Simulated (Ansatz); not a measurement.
Consider the ligand exchange at a Ga–Te bond: `[CH3][Ga]([CH3])[TeH]` + `[CH3][Ga]([CH3])[OH]` → `[CH3][Ga]([CH3])[O][Ga]([CH3])[CH3]` + H₂Te.

Gas-phase electronic energies from Ansatz, PBE0-D4/def2-TZVP geometries. CCSD(T)/CBS adds triple-zeta CCSD(T) − MP2 to the extrapolated MP2 energy (def2 sets, frozen cores). Functionals use def2-TZVPP. B3LYP here is the variant with VWN-RPA as its local correlation; programs differ in this. HSE06 is defined as in plane-wave codes. def2 core potentials past Kr. For Ga, Te outer-core shells are correlated without core-valence functions, which leaves a few kJ/mol of doubt a bond. Scalar relativity is left out up to krypton. One conformer a species, not always the lowest.

`[CH3][Ga]([CH3])[TeH]`:

```xyz
11

C    -0.829    1.001   -1.503
Ga   -0.305   -0.013    0.100
C     1.535   -0.517    0.576
Te   -2.194   -0.734    1.632
H    -1.909    1.117   -1.586
H    -0.460    0.496   -2.400
H    -0.373    1.994   -1.477
H     1.814   -1.420    0.025
H     1.631   -0.728    1.642
H     2.238    0.272    0.301
H    -1.150   -1.468    2.690
```

`[CH3][Ga]([CH3])[OH]`:

Cartesian coordinates in Å:
```
C 0.862 0.139 -1.689
Ga -0.237 0.244 -0.072
C -0.087 -0.781 1.600
O -1.548 1.472 -0.197
H 1.905 0.374 -1.463
H 0.498 0.842 -2.439
H 0.840 -0.869 -2.110
H 0.861 -0.555 2.096
H -0.096 -1.854 1.395
H -0.899 -0.553 2.293
H -2.099 1.540 0.585
```

`[CH3][Ga]([CH3])[O][Ga]([CH3])[CH3]`:

```xyz
19

C     2.931   -1.858   -0.074
Ga    1.330   -0.841   -0.579
C     0.842   -0.175   -2.369
O     0.193   -0.514    0.759
Ga   -1.222    0.548    1.010
C    -2.280    0.149    2.614
C    -1.529    1.978   -0.311
H     2.911   -2.098    0.990
H     2.994   -2.788   -0.644
H     3.836   -1.285   -0.290
H     1.541   -0.510   -3.137
H     0.825    0.918   -2.371
H    -0.161   -0.514   -2.640
H    -1.860   -0.705    3.147
H    -3.316   -0.076    2.348
H    -2.299    1.010    3.288
H    -2.364    2.622   -0.033
H    -0.633    2.596   -0.415
H    -1.739    1.544   -1.293
```

H₂Te:

Cartesian coordinates in Å:
```
Te -0.420 -0.084 0.649
H 0.155 -1.117 -0.510
H 0.265 1.201 -0.139
```

| level | ΔE (kJ/mol) | difference from CCSD(T)/CBS |
| --- | --- | --- |
| PBE-D4 | 56.0 | 4.9 |
| revPBE-D4 | 53.3 | 2.2 |
| PBE0-D4 | 58.2 | 7.1 |
| r2SCAN0-D4 | 54.9 | 3.8 |
| BHLYP-D4 | 48.1 | -3.0 |
| CAM-B3LYP-D4 | 40.3 | -10.8 |
| ωB97M-V | 48.9 | -2.2 |
| B2PLYP | 47.0 | -4.1 |
| PBE0 | 61.4 | 10.3 |
| B3LYP | 51.1 | 0.0 |
| HSE06 | 61.9 | 10.8 |
| CAM-B3LYP | 43.6 | -7.5 |
| LC-ωPBE | 50.2 | -0.9 |
| CCSD/def2-SVP | 32.0 | -19.1 |
| HF/def2-TZVPP | 49.7 | -1.4 |
| CCSD/def2-TZVPP | 42.4 | -8.7 |
| CCSD(T)/CBS | 51.1 | 0 |

Largest T1 diagnostic among the species: 0.013.

At CCSD(T), def2-SVP lies −20.8 kJ/mol from the extrapolated value and def2-TZVPP −9.5 kJ/mol. The D4 term adds −4.7 kJ/mol with B3LYP and −3.2 kJ/mol with PBE0; it sums over pairs of atoms, weighted by their polarisabilities, and B3LYP, whose exchange is more repulsive, gets the larger term.
